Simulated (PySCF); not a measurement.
From one molecule to another.

First species: C₁₀H₆O.
InChI=1S/C10H6O/c1-2-8-3-4-9-5-6-11-10(9)7-8/h1,3-7H

Second species: C₆H₁₀O₄.
Cartesian coordinates in Å at the GFN2-xTB level; atoms count from 1:
```
atom  x, y, z in Å
C1    -2.9105    0.1799   -0.5384
C2    -2.0537   -0.9083    0.0909
O3    -0.8083   -0.3838    0.5686
C4     0.1642   -0.2425   -0.3218
O5     0.0900   -0.5038   -1.4901
C6     1.4119    0.3526    0.3433
C7     1.3673    1.8724    0.2648
O8     2.5754   -0.0982   -0.3535
C9     2.7262   -1.4091   -0.4215
O10    2.0169   -2.2294    0.0815
H11   -3.0788    0.9865    0.1712
H12   -2.4159    0.5796   -1.4202
H13   -3.8686   -0.2381   -0.8334
H14   -2.5351   -1.3320    0.9738
H15   -1.8440   -1.6979   -0.6369
H16    1.4495    0.0055    1.3830
H17    1.3037    2.1828   -0.7751
H18    2.2715    2.2880    0.7009
H19    0.5019    2.2415    0.8078
H20    3.6312   -1.6351   -1.0076
```

Levels: PBE0/pcSseg-1 for HOMO energy, LUMO energy and HOMO–LUMO gap. Geometries: GFN2-xTB. All species are isolated and taken at one optimised geometry, non-relativistic unless stated; the electronic structure was computed with PySCF and density fitting.

```json
{"property": "HOMO energy", "column X": "-6.44 eV", "column Y": "-8.09 eV"}
{"property": "LUMO energy", "column X": "-1.22 eV", "column Y": "0.04 eV"}
{"property": "HOMO–LUMO gap", "column X": "5.22 eV", "column Y": "8.13 eV"}
```

Q: Which column belongs to which species?

A: Column X is the first species and column Y the second. The first has 17 atoms and 74 electrons, the second 20 and 78.

Q: How does each property change from the first species to the second?

A: HOMO energy -1.65 eV; LUMO energy +1.26 eV; HOMO–LUMO gap +2.91 eV.

